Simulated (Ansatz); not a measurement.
Species: tribromo(fluoro)germane, sum formula GeBr3F, net charge 0, singlet state. 
Geometry from a B3LYP-D3(BJ)/def2-TZVP (Ansatz, an electronic-structure program) optimisation:
SMILES: [F][Ge]([Br])([Br])[Br]
```xyz
5

F      0.0108     0.0414     2.1054
Ge     0.0019     0.0074     0.3766
Br    -1.1419    -1.8709    -0.2527
Br     2.1843    -0.0609    -0.3054
Br    -1.0469     1.9144    -0.3276
```
Charge 0, spin multiplicity 1.

Parts of the frozen-core correlation energy in aug-cc-pVQZ (Ansatz, hartree). Frozen orbitals: 57; correlated occupied orbitals by spin: 16 and 16; virtual: 379 and 379. Spin-orbit coupling is left out. Non-relativistic.

| term | value |
|---|---|
| reference (HF) | -9892.47651 |
| MP2 opposite-spin | -0.70395 |
| MP2 same-spin | -0.22876 |
| CCSD correlation | -0.96390 |
| (T) | -0.04303 |
| T1 diagnostic | 0.011 |
| largest doubles amplitude | 0.014 |
